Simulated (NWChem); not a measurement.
System: MgSiH$_{3}$F; SMILES [F][Mg][SiH3]

Here is an NWChem input.

```
start job
memory heap 200 mb stack 900 mb global 1100 mb
geometry units angstroms noautosym nocenter noautoz
  Mg    -0.012953     0.855666    -0.000178
  F      0.134951     2.594164     0.000202
  Si    -0.230492    -1.700667    -0.000737
  H      0.403898    -2.328339    -1.199199
  H     -1.654331    -2.153832     0.005093
  H      0.414100    -2.329663     1.191568
end
basis spherical
  * library cc-pvtz
end
dft
  xc pbe0
  iterations 150
end
property
  efieldgrad
end
task dft property
```

Output (shortened):

```
             Northwest Computational Chemistry Package (NWChem) 7.3.0
             --------------------------------------------------------

                             Geometry "geometry" -> ""
                             -------------------------

 Output coordinates in angstroms (scale by  1.889725989 to convert to a.u.)

  No.       Tag          Charge          X              Y              Z
 ---- ---------------- ---------- -------------- -------------- --------------
    1 Mg                  12.0000    -0.01295300     0.85566600    -0.00017800
    2 F                    9.0000     0.13495100     2.59416400     0.00020200
    3 Si                  14.0000    -0.23049200    -1.70066700    -0.00073700
    4 H                    1.0000     0.40389800    -2.32833900    -1.19919900
    5 H                    1.0000    -1.65433100    -2.15383200     0.00509300
    6 H                    1.0000     0.41410000    -2.32966300     1.19156800

 Effective nuclear repulsion energy (a.u.)     106.7880428522

                              NWChem Property Module
                              ----------------------

  itol2e modified to match energy
  convergence criterion.

                                 NWChem DFT Module
                                 -----------------

 Summary of "ao basis" -> "ao basis" (spherical)
 ------------------------------------------------------------------------------
       Tag                 Description            Shells   Functions and Types
 ---------------- ------------------------------  ------  ---------------------
 Mg                         cc-pvtz                 12       34   5s4p2d1f
 F                          cc-pvtz                 10       30   4s3p2d1f
 Si                         cc-pvtz                 12       34   5s4p2d1f
 H                          cc-pvtz                  6       14   3s2p1d

  itol2e modified to match energy
  convergence criterion.

            General Information
            -------------------
          SCF calculation type: DFT
          Wavefunction type:  closed shell.
          No. of atoms     :     6
          No. of electrons :    38
           Alpha electrons :    19
            Beta electrons :    19
          Charge           :     0
          Spin multiplicity:     1
          Use of symmetry is: off; symmetry adaption is: off
          Maximum number of iterations: 150
          AO basis - number of functions:   140
                     number of shells:    52
          Convergence on energy requested:  1.00D-07
          Convergence on density requested:  1.00D-05
          Convergence on gradient requested:  5.00D-04

              XC Information
              --------------
                         PBE0 Method XC Functional
                     Hartree-Fock (Exact) Exchange  0.250
          PerdewBurkeErnzerhof Exchange Functional  0.750
            Perdew 1991 LDA Correlation Functional  1.000 local
           PerdewBurkeErnz. Correlation Functional  1.000 non-local

             Grid Information
             ----------------
          Grid used for XC integration:  fine
          Radial quadrature: Mura-Knowles
          Angular quadrature: Lebedev.
          Tag              B.-S. Rad. Rad. Pts. Rad. Cut. Ang. Pts.
          ---              ---------- --------- --------- ---------
          Mg                  1.50      123          11.0       770
          F                   0.50       70          13.0       590
          Si                  1.10      123          12.0       770
          H                   0.35       60          13.0       590
          Grid pruning is: on
          Number of quadrature shells:   496
          Spatial weights used:  Erf1

      Superposition of Atomic Density Guess
      -------------------------------------

 Sum of atomic energies:        -589.36565519

      Non-variational initial energy
      ------------------------------

 Total energy =    -589.586110
 1-e energy   =   -1033.147452
 2-e energy   =     336.773299
 HOMO         =      -0.319401
 LUMO         =      -0.050452

   convergence    iter        energy       DeltaE   RMS-Dens  Diis-err
 ---------------- ----- ----------------- --------- --------- ---------
 d= 0,ls=0.0,diis     1   -590.8968071011 -6.98D+02  7.47D-03  8.78D-01
 d= 0,ls=0.0,diis     2   -590.6284715783  2.68D-01  4.52D-03  4.26D+00
 d= 0,ls=0.0,diis     3   -591.0016392603 -3.73D-01  8.36D-04  9.32D-03
 d= 0,ls=0.0,diis     4   -591.0026506648 -1.01D-03  2.94D-04  3.63D-03
 d= 0,ls=0.0,diis     5   -591.0033147538 -6.64D-04  3.12D-05  6.60D-05
  Resetting Diis
 d= 0,ls=0.0,diis     6   -591.0033193970 -4.64D-06  5.76D-06  4.94D-07
 d= 0,ls=0.0,diis     7   -591.0033195194 -1.22D-07  1.19D-06  1.98D-08
 d= 0,ls=0.0,diis     8   -591.0033195212 -1.75D-09  4.34D-07  1.97D-08

         Total DFT energy =     -591.003319521152
      One electron energy =    -1035.946357531832
           Coulomb energy =      386.873341496880
    Exchange-Corr. energy =      -48.718346338352
 Nuclear repulsion energy =      106.788042852152

 Numeric. integr. density =       37.999999667571

                       DFT Final Molecular Orbital Analysis
                       ------------------------------------

 Vector   17  Occ=2.000000D+00  E=-3.536426D-01
              MO Center= -7.1D-01, -2.0D+00, -1.8D-03, r^2= 2.4D+00
   Bfn.  Coefficient  Atom+Function         Bfn.  Coefficient  Atom+Function
  ----- ------------  ---------------      ----- ------------  ---------------
    73      0.342065  3 Si px               114     -0.248064  5 H  s
   113     -0.159385  5 H  s                 79      0.155447  3 Si px
   115     -0.154784  5 H  s                100      0.124739  4 H  s
   128      0.123326  6 H  s                 99      0.080146  4 H  s
   127      0.079238  6 H  s                101      0.077833  4 H  s

 Vector   18  Occ=2.000000D+00  E=-3.536176D-01
              MO Center=  2.0D-01, -2.0D+00,  2.4D-04, r^2= 2.4D+00
   Bfn.  Coefficient  Atom+Function         Bfn.  Coefficient  Atom+Function
  ----- ------------  ---------------      ----- ------------  ---------------
    75      0.343315  3 Si pz               100     -0.214422  4 H  s
   128      0.215235  6 H  s                 81      0.156022  3 Si pz
    99     -0.137774  4 H  s                127      0.138297  6 H  s
   101     -0.133817  4 H  s                129      0.134326  6 H  s
    44     -0.049547  2 F  pz                78      0.046325  3 Si pz

 Vector   19  Occ=2.000000D+00  E=-2.746559D-01
              MO Center= -1.6D-01, -8.4D-01, -5.5D-04, r^2= 2.9D+00
   Bfn.  Coefficient  Atom+Function         Bfn.  Coefficient  Atom+Function
  ----- ------------  ---------------      ----- ------------  ---------------
    74      0.349280  3 Si py                 3      0.261219  1 Mg s
    80      0.205597  3 Si py                13     -0.164919  1 Mg py
     4      0.145593  1 Mg s                 10     -0.125088  1 Mg py
    69      0.097829  3 Si s                 67      0.090818  3 Si s
   100     -0.084319  4 H  s                114     -0.084301  5 H  s

 Vector   20  Occ=0.000000D+00  E=-4.327931D-02
              MO Center= -4.6D-02,  4.5D-01, -1.6D-04, r^2= 7.0D+00
   Bfn.  Coefficient  Atom+Function         Bfn.  Coefficient  Atom+Function
  ----- ------------  ---------------      ----- ------------  ---------------
     5      1.034049  1 Mg s                 69     -0.864584  3 Si s
    80     -0.441050  3 Si py                 3      0.290488  1 Mg s
    13     -0.241839  1 Mg py                67     -0.209814  3 Si s
    74     -0.187433  3 Si py                 4      0.126400  1 Mg s
   101      0.116166  4 H  s                115      0.116544  5 H  s

 Vector   21  Occ=0.000000D+00  E=-2.989946D-02
              MO Center= -9.7D-03,  1.1D-01,  2.3D-02, r^2= 6.3D+00
   Bfn.  Coefficient  Atom+Function         Bfn.  Coefficient  Atom+Function
  ----- ------------  ---------------      ----- ------------  ---------------
    15      0.463598  1 Mg px               115      0.409651  5 H  s
    79      0.363918  3 Si px                12      0.310644  1 Mg px
   101     -0.264401  4 H  s                  9      0.157871  1 Mg px
   129     -0.145407  6 H  s                 18     -0.109030  1 Mg d -2
   114      0.098002  5 H  s                 17     -0.080073  1 Mg pz

 Vector   22  Occ=0.000000D+00  E=-2.989689D-02
              MO Center= -1.4D-01,  1.3D-01, -2.4D-02, r^2= 6.3D+00
   Bfn.  Coefficient  Atom+Function         Bfn.  Coefficient  Atom+Function
  ----- ------------  ---------------      ----- ------------  ---------------
    17      0.465275  1 Mg pz               129     -0.389178  6 H  s
    81      0.365162  3 Si pz               101      0.320450  4 H  s
    14      0.311740  1 Mg pz                11      0.158438  1 Mg pz
    19     -0.107322  1 Mg d -1             128     -0.093120  6 H  s
    15      0.079784  1 Mg px                47     -0.078727  2 F  pz

     Multipole analysis of the density
     ---------------------------------

     L   x y z        total         alpha         beta         nuclear
     -   - - -        -----         -----         ----         -------
     0   0 0 0     -0.000000    -19.000000    -19.000000     38.000000

     1   1 0 0     -0.036510      2.820206      2.820206     -5.676922
     1   0 1 0     -0.428547     -3.043473     -3.043473      5.658399
     1   0 0 1     -0.000092      0.012401      0.012401     -0.024895

[...]

          -----------------------
          Electric field gradient
          -----------------------

 1 a.u. = 0.324123 10**(16) esu/cm**3  ( or statvolts/cm**2 ) = 0.97174 10**(22) v/m**2

 ------------------------------------------------------------
   Atom      X         Y         Z
 ------------------------------------------------------------
    1 Mg  -0.02448   1.61697  -0.00034
 ------------------------------------------------------------

 Electric field gradient in molecular frame (a.u.)
         XX             YY             ZZ             XY             XZ             YZ
 ------------------------------------------------------------------------------------------
       -0.423134       0.855591      -0.432457       0.109624       0.000025       0.000285

 Principal components (a.u.) and orientation
 of principal axis w.r.t. absolute frame                      Asymmetry parameter eta
 --------------------------------------------------------------------------------------
        0.864921      -0.432464      -0.432457                       0.000008

        0.084802       0.995121       0.050426
        0.996398      -0.084682      -0.004513
        0.000221      -0.050627       0.998718

 ------------------------------------------------------------
   Atom      X         Y         Z
 ------------------------------------------------------------
    2 F    0.25502   4.90226   0.00038
 ------------------------------------------------------------

 Electric field gradient in molecular frame (a.u.)
         XX             YY             ZZ             XY             XZ             YZ
 ------------------------------------------------------------------------------------------
        0.098177      -0.198517       0.100340      -0.025404      -0.000005      -0.000063

 Principal components (a.u.) and orientation
 of principal axis w.r.t. absolute frame                      Asymmetry parameter eta
 --------------------------------------------------------------------------------------
       -0.200677       0.100340       0.100336                       0.000018

        0.084699       0.063289       0.994395
        0.996407      -0.005590      -0.084515
        0.000210       0.997980      -0.063535

 ------------------------------------------------------------
   Atom      X         Y         Z
 ------------------------------------------------------------
    3 Si  -0.43557  -3.21379  -0.00139
 ------------------------------------------------------------

 Electric field gradient in molecular frame (a.u.)
         XX             YY             ZZ             XY             XZ             YZ
 ------------------------------------------------------------------------------------------
       -0.049420       0.100141      -0.050721       0.012769       0.000005       0.000033

 Principal components (a.u.) and orientation
 of principal axis w.r.t. absolute frame                      Asymmetry parameter eta
 --------------------------------------------------------------------------------------
        0.101223      -0.050721      -0.050502                       0.002167

        0.084458      -0.011906       0.996356
        0.996427       0.000790      -0.084455
        0.000219       0.999929       0.011930

 ------------------------------------------------------------
   Atom      X         Y         Z
 ------------------------------------------------------------
    4 H    0.76326  -4.39992  -2.26616
 ------------------------------------------------------------

 Electric field gradient in molecular frame (a.u.)
         XX             YY             ZZ             XY             XZ             YZ
 ------------------------------------------------------------------------------------------
        0.030056       0.037847      -0.067903       0.037979       0.072090      -0.070685

 Principal components (a.u.) and orientation
 of principal axis w.r.t. absolute frame                      Asymmetry parameter eta
 --------------------------------------------------------------------------------------
       -0.141899       0.073703       0.068196                       0.038806

       -0.428165       0.261276       0.865107
        0.407640       0.910208      -0.073145
        0.806538      -0.321334       0.496226

 ------------------------------------------------------------
   Atom      X         Y         Z
 ------------------------------------------------------------
    5 H   -3.12623  -4.07015   0.00962
 ------------------------------------------------------------

 Electric field gradient in molecular frame (a.u.)
         XX             YY             ZZ             XY             XZ             YZ
 ------------------------------------------------------------------------------------------
       -0.123739       0.055545       0.068194      -0.059877       0.000787       0.000249

 Principal components (a.u.) and orientation
 of principal axis w.r.t. absolute frame                      Asymmetry parameter eta
 --------------------------------------------------------------------------------------
       -0.141901       0.073703       0.068197                       0.038801

        0.956955      -0.290203       0.004266
        0.290208       0.956963      -0.000539
       -0.003926       0.001754       0.999991

 ------------------------------------------------------------
   Atom      X         Y         Z
 ------------------------------------------------------------
    6 H    0.78254  -4.40242   2.25174
 ------------------------------------------------------------

 Electric field gradient in molecular frame (a.u.)
         XX             YY             ZZ             XY             XZ             YZ
 ------------------------------------------------------------------------------------------
        0.028819       0.037690      -0.066510       0.038662      -0.072873       0.070475

 Principal components (a.u.) and orientation
 of principal axis w.r.t. absolute frame                      Asymmetry parameter eta
 --------------------------------------------------------------------------------------
       -0.141901       0.073704       0.068197                       0.038807

        0.435031       0.264029       0.860835
       -0.408533       0.909851      -0.072607
        0.802402       0.320093      -0.503678
```

Level: PBE0/cc-pVTZ. All runs use the structure optimised with B3LYP/6-31G* (spherical d). NWChem prints the field gradient with the sign opposite to the second derivative of the potential.
